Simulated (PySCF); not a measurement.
**Iridium: a sound run and one with changed settings**

Sound run: Ir [Xe] 4f14 5d7 6s2, Ir⁺ [Xe] 4f14 5d7 6s1. Calculation: PySCF 2.14, in aug-cc-pVDZ-PP with ECP60MDF (5s5p4d2f, 54 functions); scalar relativity through the core potential. In the sound run the correlated levels freeze 5s2 5p6 outside the core potential. The sound run starts from symmetry-adapted Hartree-Fock orbitals and uses a fine grid where one is needed.

Changed run: initial guess atom, at most 50 SCF cycles, level shift 0.5 hartree.

```csv
species,method,sound run (hartree),changed run (hartree),converged
Ir,UHF,-103.62243,-103.60456,yes
Ir,PBE0,-104.39603,-104.39157,yes
Ir,PBE,-104.43954,-104.43552,no
Ir⁺,UHF,-103.36234,-103.36234,yes
Ir⁺,PBE0,-104.07645,-104.07645,yes
Ir⁺,PBE,-104.10979,-104.10979,no
Ir⁺,MP2,-103.50977,-103.47507,yes
```

The plain start fixes occupations by D2h representation alone, and Ir at UHF, Ir at PBE0 landed in another state (other ⟨L²⟩ or ⟨S²⟩). A level shift leaves the converged SCF energy unchanged but raises the virtual orbital energies, which shrinks MP2 if it is not removed.
